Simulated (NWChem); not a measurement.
System: ZrClF3; SMILES [Zr]([F])([F])([Cl])[F]

All runs: NWChem. The geometry was optimised at PBE0/def2-SVP. def2 effective core potentials on Zr; no spin-orbit coupling.

Question: Estimate the computed values for RPBE/def2-SVP. Quantities: highest occupied level (eV); orbital gap (eV); dipole (D).

Answer: 
| Quantity | Value |
|---|---|
| highest occupied level (eV) | -8.33 |
| orbital gap (eV) | 5.94 |
| dipole (D) | 0.29 |
